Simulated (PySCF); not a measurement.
**Calculated NMR data**

PySCF calculation with GIAO PBE0/pcSseg-1 shieldings and structure optimised with GFN2-xTB; equivalent nuclei averaged, isolated molecule, one conformer, non-relativistic Hamiltonian.

Referencing at the same level of theory: 1H and 13C against TMS. Splittings of carbon signals by F and P are missing where no couplings were computed. Where no couplings were computed, multiplicities follow the n + 1 count of equivalent neighbours, and m marks all less simple cases (inequivalent or close neighbours, rings, F or P nearby). Shifts are as computed. Against solution values, carbons near 30 ppm lie about +3 ppm off and those near 130 ppm about +5 ppm. Of 1211 compounds with measured shifts, 218 miss one by over three times the rms of a fit or turn the order of signals round; such compounds aren't used in these exercises.

**1.** SMILES C=C(F)CC[SiH3], C4H9FSi. 1H NMR (600 MHz, computed): δ 4.72 (m, 1H), 4.43 (m, 1H), 3.85 (t, 3H), 2.13 (m, 2H), 1.07 (m, 2H). 13C{1H} NMR (computed): δ 181.2, 93.9, 34.6, 11.7.

**2.** `[SiH3][Si]([SiH2]C#C)(C)[SiH3]`, C3H12Si4. 1H NMR (600 MHz, computed): δ 4.44 (d, 2H), 3.56 (s, 6H), 1.98 (t, 1H), 0.44 (s, 3H). 13C{1H} NMR (computed): δ 106.6 (CH), 83.9 (C), -6.4 (CH3).
